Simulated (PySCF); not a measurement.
Simulated absorption spectrum

(trifluorovinyl)benzene, C8H5F3.
Cartesian coordinates in Å at the PBE0-D3(BJ)/def2-SVP level; atoms count from 1:
```xyz
16
C8H5F3 angstrom
F      4.0362   -0.4493   -0.5218
C      2.8087   -0.0056   -0.5665
F      2.7107    1.0801   -1.2941
C      1.7820   -0.5980    0.0601
F      2.0933   -1.6994    0.7557
C      0.3726   -0.2111    0.0810
C     -0.5181   -1.0189    0.8058
C     -1.8731   -0.7071    0.8552
C     -2.3651    0.4112    0.1861
C     -1.4852    1.2193   -0.5334
C     -0.1293    0.9181   -0.5892
H     -0.1378   -1.8961    1.3300
H     -2.5512   -1.3482    1.4233
H     -3.4295    0.6534    0.2237
H     -1.8581    2.1001   -1.0614
H      0.5386    1.5650   -1.1565
```

The calculation used PySCF 2.14.0, density-fitted response routines, TDDFT wB97X-D/def2-SVPD, vertical, gas phase, core orbitals frozen in the response.

Broadening: Gaussians 0.3 eV wide at half height, area fixed by f = 4.319×10⁻⁹ ∫ε dν̃. The width is an assumption, not a result. The curve ends short of the highest state used, and states not computed would add to its high-energy end.

(λ (nm), ε (L mol⁻¹ cm⁻¹)): (193.4, 29096), (196.6, 22450), (199.7, 11885), (202.9, 3657), (206.1, 671), (209.2, 82), (212.4, 9), (215.5, 41), (218.7, 371), (221.9, 2114), (225.0, 7466), (228.2, 18376), (231.3, 30749), (234.5, 37333), (237.7, 33253), (240.8, 22885), (244.0, 12364), (247.1, 5689), (250.3, 2217), (253.5, 773), (256.6, 252), (259.8, 71), (262.9, 19), (266.1, 4)

Question: Where are the band maxima, and which computed states make them?

Answer: 235 nm (5.28 eV), ε about 37000, made up of S2 (98%) (ε in L mol⁻¹ cm⁻¹; maxima over ε = 5, shares over 10%). At its high-energy end, 6.41 eV, the curve is still rising (ε about 29000, from S3 and S5). The states used: S1 5.11 eV (f 0.022); S2 5.28 eV (f 0.407); S3 6.35 eV (f 0.247); S4 6.54 eV (f 0.0032); S5 6.63 eV (f 0.413); S6 7.01 eV (f 0.0003).

Question: What would ε be at 5.28 eV, the highest of these maxima, with half the width (0.15 eV)?

Answer: About 73200 L mol⁻¹ cm⁻¹ against 37400, a factor of about 1.96; a lone state at its own centre would give exactly 2.

Question: On this curve, what absorbance would a 10⁻⁵ mol/L sample give at 266 nm over a 1 cm path?

Answer: 266 nm is 4.661 eV, where ε is about 4.3 L mol⁻¹ cm⁻¹, so A = ε c l ≈ 4.3e-05 (Beer–Lambert, with the gas-phase spectrum and the assumed width).

Question: Coming from long wavelengths, where does ε first pass 100 L mol⁻¹ cm⁻¹?

Answer: At about 259 nm (4.79 eV), 0.32 eV below S1.

The run took 3.9 min wall, 2.6 min CPU on x86-64 server, one thread (shared host).

One conformer stands for the species.
